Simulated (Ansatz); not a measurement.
Molecular dynamics of C3H10OSi

input.yaml

```yaml
crystal:
  periodic: [false, false, false]
  atoms:
    - { symbol: Si, position_ang: [-0.01545, -0.046441, -0.046644] }
    - { symbol: O, position_ang: [0.102238, -0.220745, 1.683517] }
    - { symbol: H, position_ang: [-0.675883, -0.29442, 2.259065] }
    - { symbol: C, position_ang: [1.790406, 0.047487, -0.61252] }
    - { symbol: H, position_ang: [2.327002, -0.860705, -0.320835] }
    - { symbol: H, position_ang: [1.857278, 0.156853, -1.700922] }
    - { symbol: H, position_ang: [2.290603, 0.901887, -0.145998] }
    - { symbol: C, position_ang: [-0.964618, 1.546605, -0.495203] }
    - { symbol: H, position_ang: [-2.003739, 1.508298, -0.148865] }
    - { symbol: H, position_ang: [-0.485401, 2.421884, -0.044394] }
    - { symbol: H, position_ang: [-0.978247, 1.685364, -1.583046] }
    - { symbol: C, position_ang: [-0.902573, -1.552238, -0.811659] }
    - { symbol: H, position_ang: [-1.939258, -1.62896, -0.464269] }
    - { symbol: H, position_ang: [-0.920226, -1.466034, -1.904953] }
    - { symbol: H, position_ang: [-0.383832, -2.480335, -0.549573] }
basis:
  gaussian: { orbitals: "6-31G" }
hamiltonian:
  xc: b3lyp
  dispersion: d4
md:
  timestep: 0.5
  n_steps: 250
  ensemble: nve_milne
  temperature: 400.0
  initial_velocities: maxwell_boltzmann
  seed: 178503
```

Run as:

```bash
$ ansatz run input.yaml --threads 1 --pin off --max-ram 2048MiB --backend cpu --events-out ev --progress --plain --runs-dir out
```

It starts from a relaxed structure.

Output, in part (step lines, the closing report, with atoms numbered from 0):

```
md step     0: t =     0.00 fs  T =   400.0 K  F+E_penalty+E_count = -13199.32815894 eV  E_kin = 0.672152 eV  conserved = -13198.65600694 eV  (25 SCF iters)
[... lines left out ...]
Total energy: -13199.03806658 eV, -485.0557023174 hartree
Atom 0 at    -0.020065    -0.041989    -0.016664 Å, force     0.325051     0.083073    -0.490695 eV/Å
Atom 1 at     0.093978    -0.209446     1.733150 Å, force    -0.211143     0.016682    -0.333493 eV/Å
Atom 2 at    -0.690536    -0.098824     2.306232 Å, force     0.219790    -0.043606    -0.171870 eV/Å
Atom 3 at     1.817404    -0.002623    -0.641910 Å, force    -0.556951    -1.345362     0.026904 eV/Å
Atom 4 at     2.371230    -0.835406    -0.131625 Å, force    -0.435570     0.454773    -0.631950 eV/Å
Atom 5 at     1.877462    -0.101598    -1.756866 Å, force    -0.033398    -0.026037     0.882940 eV/Å
Atom 6 at     2.296506     0.896902    -0.332399 Å, force     0.450555     1.005181     0.165986 eV/Å
Atom 7 at    -1.013573     1.571592    -0.480125 Å, force     0.049472    -0.336137    -0.337752 eV/Å
Atom 8 at    -1.860118     1.679869     0.219183 Å, force     0.207793     0.199112    -0.139432 eV/Å
Atom 9 at    -0.383015     2.491000    -0.477049 Å, force    -0.443310    -0.590869     0.070659 eV/Å
Atom 10 at    -1.453297     1.417670    -1.497369 Å, force     0.348911     0.246367     0.577170 eV/Å
Atom 11 at    -0.866179    -1.541879    -0.908811 Å, force     0.778155    -1.747941     1.592173 eV/Å
Atom 12 at    -1.885245    -1.779595    -0.507528 Å, force     0.640873     0.294347    -0.545068 eV/Å
Atom 13 at    -0.869559    -1.338465    -1.971688 Å, force    -0.291838     0.042406    -0.431049 eV/Å
Atom 14 at    -0.227471    -2.515181    -0.749605 Å, force    -1.048388     1.748011    -0.234522 eV/Å
Dipole moment:    -0.335852     0.089565    -0.182833 e Å
```

The steps, from the saved trajectory:

| time (fs) | T (K) | potential energy less start (eV) | conserved less start (meV/atom) |
| --- | --- | --- | --- |
| 0 | 400 | 0.000 | 0.00 |
| 4 | 245 | 0.261 | -0.01 |
| 8 | 137 | 0.442 | -0.01 |
| 12 | 204 | 0.329 | -0.01 |
| 16 | 234 | 0.279 | -0.01 |
| 20 | 211 | 0.318 | 0.00 |
| 24 | 165 | 0.395 | -0.01 |
| 28 | 179 | 0.372 | -0.01 |
| 32 | 245 | 0.260 | 0.00 |
| 36 | 182 | 0.366 | 0.00 |
| 40 | 137 | 0.441 | -0.01 |
| 44 | 199 | 0.339 | 0.00 |
| 48 | 185 | 0.361 | 0.00 |
| 52 | 153 | 0.415 | -0.01 |
| 56 | 160 | 0.403 | -0.01 |
| 60 | 214 | 0.312 | 0.00 |
| 64 | 257 | 0.240 | -0.01 |
| 68 | 167 | 0.391 | -0.01 |
| 72 | 125 | 0.462 | 0.00 |
| 76 | 200 | 0.336 | -0.01 |
| 80 | 200 | 0.336 | -0.01 |
| 84 | 171 | 0.385 | -0.01 |
| 88 | 187 | 0.357 | -0.01 |
| 92 | 183 | 0.364 | -0.01 |
| 96 | 177 | 0.374 | 0.00 |
| 100 | 151 | 0.418 | 0.00 |
| 104 | 143 | 0.432 | -0.01 |
| 108 | 238 | 0.272 | 0.00 |
| 112 | 235 | 0.277 | 0.00 |
| 116 | 150 | 0.420 | -0.01 |
| 120 | 199 | 0.337 | -0.01 |
| 124 | 271 | 0.216 | 0.00 |

The run went to its last step. The conserved energy stayed within 0.04 meV per atom of its start (net change -0.0047 meV per atom), so the integration is sound. Over the second half the temperature averaged 0.47 of the 400 K drawn at the start: a run that starts near a minimum puts about half its kinetic energy into the potential. A run of 0.12 ps of so small a system gives no equilibrium averages. Limits of this set-up: no polarisation functions.

The same pairs are bonded in the first frame and the last. Pairs count as bonded within 1.25 times the sum of covalent radii (0.12 Å more for H–H).

Last frame:

```xyz
15
Properties=species:S:1:pos:R:3
Si -0.020 -0.042 -0.017
O 0.094 -0.209 1.733
H -0.691 -0.099 2.306
C 1.817 -0.003 -0.642
H 2.371 -0.835 -0.132
H 1.877 -0.102 -1.757
H 2.296 0.897 -0.332
C -1.014 1.572 -0.480
H -1.860 1.680 0.219
H -0.383 2.491 -0.477
H -1.453 1.418 -1.497
C -0.866 -1.542 -0.909
H -1.885 -1.780 -0.507
H -0.870 -1.339 -1.972
H -0.228 -2.515 -0.750
```

Time of the run: 21 min on 1 thread of Arm Neoverse V1, on a shared host, peak memory 0.15 GiB.
